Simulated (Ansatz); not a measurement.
A series at Si: from `[SiH3][SiH2][GeH2][SiH3]`, ligands are replaced one by one, each step taking up H₂ and setting free SiH₄; n counts the steps. Ansatz, PBE0-D4/def2-TZVP geometries. Each molecule was computed in one conformer, which needn't be the lowest.

```tsv
n	molecule	HOMO energy, ωB97M-V/def2-TZVPP (eV)
0	`[SiH3][SiH2][GeH2][SiH3]`	?
1	`[SiH3][GeH2][SiH3]`	-9.90
2	`[SiH3][GeH3]`	-10.34
3	GeH₄	-11.91
```

**Question.** By hand: fit a straight line y = ȳ + b (n − n̄) to the 3 given rows and predict n = 0.

**Answer.** n̄ = 2.000, ȳ = -10.717; Σ(n − n̄)(y − ȳ) = -2.010, Σ(n − n̄)² = 2.000, so b = -1.005 eV a step. Prediction: -10.717 + (-1.005) × (-2.000) = -8.71 eV.

**Question.** By hand: compare with the computed value, -9.76 eV, and give the steps along the whole series.

**Answer.** The line misses by -1.05 eV (computed minus predicted). Steps: -0.14, -0.44, -1.57 eV.

One step carries most of the change, so a line is a poor guide. The highest orbital can change its character along such a series. The miss is 48.8 % of the series' range.
